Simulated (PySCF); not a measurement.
CH7N3Si2.
Atom-mapped SMILES: `[N:1]#[C:2][Si@@H:3]([NH2:4])[SiH2:5][NH2:6]` (hydrogens: H7 on Si3; H8, H9 on N4; H10, H11 on Si5; H12, H13 on N6)

Computed, not measured: PySCF, PBE0-D3(BJ)/def2-SVP geometry optimisation, gas phase.

Question: List the bond lengths, angles and torsions at this level.

Answer: 
| bond | length (Å) |
| --- | --- |
| N1≡C2 | 1.161 |
| C2–Si3 | 1.886 |
| Si3–N4 | 1.720 |
| Si3–Si5 | 2.345 |
| Si5–N6 | 1.727 |
| Si3–H7 | 1.489 |
| N4–H8, N4–H9 | 1.014 |
| Si5–H10 | 1.507 |
| Si5–H11 | 1.494 |
| N6–H12, N6–H13 | 1.014 |

Bonds in one row agree within 0.01 Å and their mean is given. A selection of angles:
| angle | degrees |
| --- | --- |
| N1–C2–Si3 | 174.6 |
| C2–Si3–N4 | 113.9 |
| C2–Si3–Si5 | 101.5 |
| C2–Si3–H7 | 104.2 |
| N4–Si3–Si5 | 111.6 |
| N4–Si3–H7 | 109.2 |
| Si5–Si3–H7 | 116.1 |
| Si3–N4–H8 | 119.4 |
| Si3–N4–H9 | 120.7 |
| H8–N4–H9 | 111.2 |
| Si3–Si5–N6 | 104.9 |
| Si3–Si5–H10 | 106.8 |
| Si3–Si5–H11 | 111.6 |
| N6–Si5–H10 | 117.5 |
| N6–Si5–H11 | 109.4 |
| H10–Si5–H11 | 106.6 |
| Si5–N6–H12 | 119.4 |
| Si5–N6–H13 | 121.0 |
| H12–N6–H13 | 111.3 |

Torsions: C2–Si3–Si5–N6 32° (synclinal).

Of the pairs four or more bonds apart, C2···H12 is among the closest relative to their van der Waals radii: 2.80 Å, 96 % of the sum of Bondi's values. N6 (silicon-bound nitrogen) has angles 121.0°, 119.4° and 111.3°, sum 351.7°, 0.20 Å off the plane of its three neighbours. N4 (silicon-bound nitrogen) has angles 120.7°, 119.4° and 111.2°, sum 351.3°, 0.20 Å off the plane of its three neighbours. Si3 (SiH silicon) is distorted tetrahedral (angles from 101.5° to 116.1°). Si5 (SiH2 silicon) is distorted tetrahedral (angles from 104.9° to 117.5°).

Point group: C1 (no symmetry element, even within 0.4 Å). PBE0-D3(BJ)/def2-SVP frequencies: not computed here. The numbers are those of one conformer (C2–Si3–N4–H 75° and -70°, C2–Si3–Si5–N6 32°, Si3–Si5–N6–H -43° and 171°).

The run took 2.1 min on one thread of an Arm Neoverse V1, on a shared host, and the process peaked at 0.55 GiB of memory. That covers the optimisation of the geometry.
